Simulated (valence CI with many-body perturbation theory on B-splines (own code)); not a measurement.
**E1 line list for Hf⁵⁹⁺**

Level of theory: configuration interaction combined with many-body perturbation theory (CI+MBPT): three valence electrons over a frozen Dirac-Fock core [Ne], a basis of 11 s, 11 p, 10 d, 8 f, 5 g, 2 h functions for each j, with the one-electron correlation potential Σ1 (screened to all orders), the two-electron term Σ2, the three-electron term Σ3, Breit, model QED; selected single and double excitations, second order for the rest, scaled by the run's own slope (own B-spline code, finite nucleus).

The last digits are not significant, and no measured levels were compared; by estimate large intervals hold to a few tenths of a per cent, small ones and those within an open d or f shell to about a per cent.

Lines 101 to 150 of 589 in falling wavelength, among levels below 225.38 Ry, chosen from the strongest by gf and those to the six lowest levels. Wavelengths and rates use the calculated energies. Electric multipoles are in the length gauge, E1 and E2 with the static RPA response of the core. Weak lines are less certain than strong ones. Lines between different terms over intervals too small for the method are left out, as are lines whose strength nearly cancels. The highest levels of a list are the least certain.

Levels are named by their leading jj configuration (3d3/2^4 stands for four electrons in 3d with j = 3/2), which in mixed levels can hold well under half, so a name can repeat and another be missing. Letters in brackets count levels of one name in rising energy.

| λ vac (Å) | Upper | Lower | A (s⁻¹) | S (a.u.) |
| --- | --- | --- | --- | --- |
| 45.54 | (3p1/2 3p3/2 3d5/2) J=3/2 [a] | (3p1/2 3p3/2^2) J=3/2 | 9.48e+10 | 1.77e-02 |
| 45.29 | (3d3/2 3d5/2^2) J=5/2 [a] | (3p3/2 3d3/2 3d5/2) J=5/2 [c] | 7.14e+10 | 1.97e-02 |
| 45.25 | (3d3/2^2 3d5/2) J=5/2 [a] | (3p3/2 3d3/2^2) J=5/2 | 6.78e+10 | 1.86e-02 |
| 45.24 | (3s 3p1/2 3d5/2) J=3/2 | (3s 3p1/2 3p3/2) J=1/2 | 1.69e+11 | 3.09e-02 |
| 45.18 | (3p1/2 3d5/2^2) J=9/2 | (3p1/2 3p3/2 3d5/2) J=7/2 [b] | 2.02e+11 | 9.19e-02 |
| 44.92 | (3s 3p1/2 3d5/2) J=5/2 [a] | (3s 3p1/2 3p3/2) J=5/2 | 7.83e+09 | 2.10e-03 |
| 44.92 | (3p3/2 3d3/2 3d5/2) J=3/2 [a] | (3p3/2^2 3d3/2) J=3/2 [a] | 8.31e+10 | 1.49e-02 |
| 44.86 | (3p3/2 3d3/2 3d5/2) J=5/2 [b] | (3p3/2^2 3d3/2) J=3/2 [a] | 1.58e+11 | 4.22e-02 |
| 44.84 | (3d3/2 3d5/2^2) J=9/2 | (3p3/2 3d3/2 3d5/2) J=7/2 [b] | 3.52e+10 | 1.57e-02 |
| 44.83 | (3p3/2 3d5/2^2) J=5/2 [b] | (3p3/2^2 3d5/2) J=3/2 | 1.71e+11 | 4.57e-02 |
| 44.81 | (3s 3d3/2 3d5/2) J=1/2 | (3s 3p3/2 3d3/2) J=1/2 [b] | 1.93e+11 | 1.71e-02 |
| 44.75 | (3d3/2 3d5/2^2) J=7/2 [a] | (3p3/2 3d3/2 3d5/2) J=5/2 [b] | 1.18e+11 | 4.18e-02 |
| 44.49 | (3p3/2 3d3/2 3d5/2) J=3/2 [c] | (3p3/2^2 3d3/2) J=3/2 [b] | 1.39e+11 | 2.42e-02 |
| 44.47 | (3s 3p1/2 3d5/2) J=5/2 [b] | (3s 3p1/2 3p3/2) J=3/2 [b] | 1.35e+11 | 3.51e-02 |
| 44.38 | (3d3/2 3d5/2^2) J=7/2 [b] | (3p3/2 3d3/2 3d5/2) J=9/2 [b] | 7.66e+10 | 2.64e-02 |
| 44.31 | (3s 3d5/2^2) J=9/2 | (3s 3p3/2 3d5/2) J=7/2 [a] | 2.27e+11 | 9.76e-02 |
| 44.31 | (3s 3d5/2^2) J=3/2 | (3s 3p3/2 3d5/2) J=1/2 | 1.50e+11 | 2.58e-02 |
| 44.28 | (3d5/2^3) J=5/2 | (3p3/2 3d5/2^2) J=5/2 [b] | 2.97e+11 | 7.63e-02 |
| 44.27 | (3p3/2 3d5/2^2) J=5/2 [a] | (3p3/2^2 3d5/2) J=7/2 | 8.61e+10 | 2.21e-02 |
| 44.25 | (3d3/2^2 3d5/2) J=3/2 | (3p3/2 3d3/2^2) J=1/2 | 7.43e+10 | 1.27e-02 |
| 44.19 | (3s 3d3/2 3d5/2) J=5/2 [b] | (3s 3p3/2 3d3/2) J=3/2 [b] | 1.29e+11 | 3.29e-02 |
| 44.17 | (3p1/2 3d3/2 3d5/2) J=5/2 [a] | (3p1/2 3p3/2 3d3/2) J=3/2 [a] | 1.11e+11 | 2.83e-02 |
| 44.14 | (3d3/2^2 3d5/2) J=5/2 [a] | (3p3/2 3d3/2^2) J=3/2 [a] | 1.36e+11 | 3.47e-02 |
| 44.09 | (3p1/2 3p3/2 3d5/2) J=5/2 [a] | (3p1/2 3p3/2^2) J=5/2 | 1.02e+11 | 2.60e-02 |
| 44.05 | (3p3/2 3d5/2^2) J=7/2 [a] | (3p3/2^2 3d5/2) J=7/2 | 7.89e+10 | 2.66e-02 |
| 44.03 | (3d3/2^2 3d5/2) J=9/2 | (3p3/2 3d3/2^2) J=7/2 | 2.47e+11 | 1.04e-01 |
| 43.92 | (3p3/2 3d5/2^2) J=7/2 [a] | (3p3/2^2 3d5/2) J=9/2 | 6.39e+10 | 2.14e-02 |
| 43.90 | (3d3/2^2 3d5/2) J=7/2 | (3p3/2 3d3/2^2) J=7/2 | 6.21e+10 | 2.07e-02 |
| 43.84 | (3d3/2 3d5/2^2) J=5/2 [b] | (3p3/2 3d3/2 3d5/2) J=5/2 [c] | 1.12e+11 | 2.78e-02 |
| 43.84 | (3p3/2 3d3/2 3d5/2) J=5/2 [d] | (3p3/2^2 3d3/2) J=3/2 [b] | 2.73e+11 | 6.80e-02 |
| 43.83 | (3d3/2 3d5/2^2) J=7/2 [b] | (3p3/2 3d3/2 3d5/2) J=5/2 [c] | 6.74e+10 | 2.24e-02 |
| 43.83 | (3s 3d5/2^2) J=7/2 | (3s 3p3/2 3d5/2) J=7/2 [b] | 1.22e+11 | 4.04e-02 |
| 43.83 | (3d5/2^3) J=5/2 | (3p3/2 3d5/2^2) J=7/2 [b] | 1.31e+11 | 3.28e-02 |
| 43.79 | (3p1/2 3d5/2^2) J=5/2 | (3p1/2 3p3/2 3d5/2) J=7/2 [b] | 5.86e+10 | 1.46e-02 |
| 43.70 | (3s 3p1/2 3d5/2) J=3/2 | (3s 3p1/2 3p3/2) J=3/2 [b] | 5.64e+10 | 9.30e-03 |
| 43.66 | (3p1/2 3d3/2 3d5/2) J=5/2 [b] | (3p1/2 3p3/2 3d3/2) J=3/2 [b] | 1.25e+11 | 3.07e-02 |
| 43.65 | (3s 3p3/2 3d5/2) J=5/2 [a] | (3s 3p3/2^2) J=5/2 | 1.88e+11 | 4.63e-02 |
| 43.63 | (3d3/2^2 3d5/2) J=7/2 | (3p3/2 3d3/2^2) J=5/2 | 1.96e+11 | 6.43e-02 |
| 43.63 | (3p3/2 3d5/2^2) J=9/2 | (3p3/2^2 3d5/2) J=7/2 | 1.88e+11 | 7.69e-02 |
| 43.59 | (3d3/2 3d5/2^2) J=3/2 [b] | (3p3/2 3d3/2 3d5/2) J=1/2 [b] | 1.67e+11 | 2.72e-02 |
| 43.58 | (3p1/2 3p3/2 3d5/2) J=1/2 | (3p1/2 3p3/2^2) J=1/2 | 2.74e+11 | 2.23e-02 |
| 43.57 | (3s 3p3/2 3d5/2) J=1/2 | (3s 3p3/2^2) J=1/2 | 3.29e+11 | 2.69e-02 |
| 43.56 | (3p1/2 3d3/2 3d5/2) J=7/2 [a] | (3p1/2 3p3/2 3d3/2) J=5/2 [a] | 1.34e+11 | 4.37e-02 |
| 43.54 | (3d5/2^3) J=9/2 | (3p3/2 3d5/2^2) J=9/2 | 2.92e+11 | 1.19e-01 |
| 43.50 | (3p3/2 3d5/2^2) J=9/2 | (3p3/2^2 3d5/2) J=9/2 | 2.55e+11 | 1.03e-01 |
| 43.50 | (3s 3d3/2 3d5/2) J=3/2 [b] | (3s 3p3/2 3d3/2) J=3/2 [b] | 1.30e+11 | 2.12e-02 |
| 43.45 | (3p3/2 3d3/2 3d5/2) J=7/2 [c] | (3p3/2^2 3d3/2) J=5/2 | 3.94e+11 | 1.28e-01 |
| 43.39 | (3p1/2 3d3/2 3d5/2) J=9/2 | (3p1/2 3p3/2 3d3/2) J=7/2 | 1.73e+11 | 6.97e-02 |
| 43.38 | (3d5/2^3) J=3/2 | (3p3/2 3d5/2^2) J=1/2 | 1.93e+11 | 3.12e-02 |
| 43.32 | (3d3/2 3d5/2^2) J=5/2 [b] | (3p3/2 3d3/2 3d5/2) J=7/2 [c] | 9.73e+10 | 2.34e-02 |
